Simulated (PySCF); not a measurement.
**Cost of excited-state runs on `CCC[C@@H]([SiH3])CF`, C₅H₁₃FSi**

Molfile (atoms numbered from 1):
```
C5H13FSi
     RDKit          3D

 20 19  0  0  0  0  0  0  0  0999 V2000
    2.8724   -0.1550    0.2891 C   0  0  0  0  0  0  0  0  0  0  0  0
    1.4527   -0.6861    0.4494 C   0  0  0  0  0  0  0  0  0  0  0  0
    0.4145    0.3659    0.0591 C   0  0  0  0  0  0  0  0  0  0  0  0
   -1.0332   -0.0591    0.3256 C   0  0  1  0  0  0  0  0  0  0  0  0
   -2.2046    1.4569    0.2875 Si  0  0  0  0  0  4  0  0  0  0  0  0
   -1.5024   -1.1117   -0.6661 C   0  0  0  0  0  0  0  0  0  0  0  0
   -1.6367   -0.5683   -1.9256 F   0  0  0  0  0  0  0  0  0  0  0  0
    3.5990   -0.9113    0.5779 H   0  0  0  0  0  0  0  0  0  0  0  0
    3.0606    0.1252   -0.7452 H   0  0  0  0  0  0  0  0  0  0  0  0
    3.0239    0.7227    0.9144 H   0  0  0  0  0  0  0  0  0  0  0  0
    1.3353   -1.5784   -0.1690 H   0  0  0  0  0  0  0  0  0  0  0  0
    1.2923   -0.9800    1.4903 H   0  0  0  0  0  0  0  0  0  0  0  0
    0.5217    0.6095   -1.0002 H   0  0  0  0  0  0  0  0  0  0  0  0
    0.6240    1.2769    0.6260 H   0  0  0  0  0  0  0  0  0  0  0  0
   -1.0811   -0.5264    1.3152 H   0  0  0  0  0  0  0  0  0  0  0  0
   -2.0829    2.1462   -0.9926 H   0  0  0  0  0  0  0  0  0  0  0  0
   -3.5747    0.9875    0.5042 H   0  0  0  0  0  0  0  0  0  0  0  0
   -1.7994    2.3418    1.3826 H   0  0  0  0  0  0  0  0  0  0  0  0
   -2.4889   -1.5016   -0.3939 H   0  0  0  0  0  0  0  0  0  0  0  0
   -0.7978   -1.9442   -0.7659 H   0  0  0  0  0  0  0  0  0  0  0  0
  1  2  1  0
  2  3  1  0
  3  4  1  0
  4  5  1  0
  4  6  1  0
  6  7  1  0
  1  8  1  0
  1  9  1  0
  1 10  1  0
  2 11  1  0
  2 12  1  0
  3 13  1  0
  3 14  1  0
  4 15  1  1
  5 16  1  0
  5 17  1  0
  5 18  1  0
  6 19  1  0
  6 20  1  0
M  END
```

PySCF with density fitting, on 1 thread of an Arm Neoverse V2, shared host. Command: `OMP_NUM_THREADS=1 python excited_run.py task.json out`

How long does each of these runs take, and how much memory?
- magnetisability and related constants, BHandHLYP/6-31G*; usual settings
- magnetisability and related constants, BHandHLYP/pcSseg-1; isotopologues


```csv
run,level,basis functions,wall time,peak memory (GiB)
magnetisability and related constants,BHandHLYP/6-31G*,128,16 s,0.64
magnetisability and related constants,BHandHLYP/pcSseg-1,191,27 s,0.95
```
Times from a shared host are rough.
